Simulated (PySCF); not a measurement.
Krypton: a sound run and one with changed settings

Sound run: Kr⁺ [Ar] 3d10 4s2 4p5, Kr²⁺ [Ar] 3d10 4s2 4p4. Calculation: PySCF 2.14, in cc-pVDZ-PP with ECP10MDF (4s3p2d, 23 functions); scalar relativity through the core potential. The sound run starts from symmetry-adapted Hartree-Fock orbitals and uses a fine grid where one is needed.

Changed run: 6 angular points. This setting is unsound on purpose.

| species | method | sound run (hartree) | changed run (hartree) | converged |
| --- | --- | --- | --- | --- |
| Kr⁺ | UHF | -461.69600 | -461.69600 | yes |
| Kr⁺ | B3LYP | -463.10673 | -463.37627 | yes |
| Kr⁺ | M06-L | -463.06460 | -463.78967 | no |
| Kr²⁺ | UHF | -460.84097 | -460.84097 | yes |
| Kr²⁺ | B3LYP | -462.20845 | -462.47357 | yes |
| Kr²⁺ | M06-L | -462.18024 | -462.55408 | no |

Ionisation energy of Kr⁺:

```
method  sound run (eV)  changed run (eV)
   UHF          23.267            23.267
 B3LYP          24.444            24.564
```

A coarse angular grid integrates products of high-l functions wrongly, so density functionals can shift, and the SCF can exploit the error; Hartree-Fock and MP2 need no grid.

For comparison, NIST gives 24.360 eV between the lowest levels.
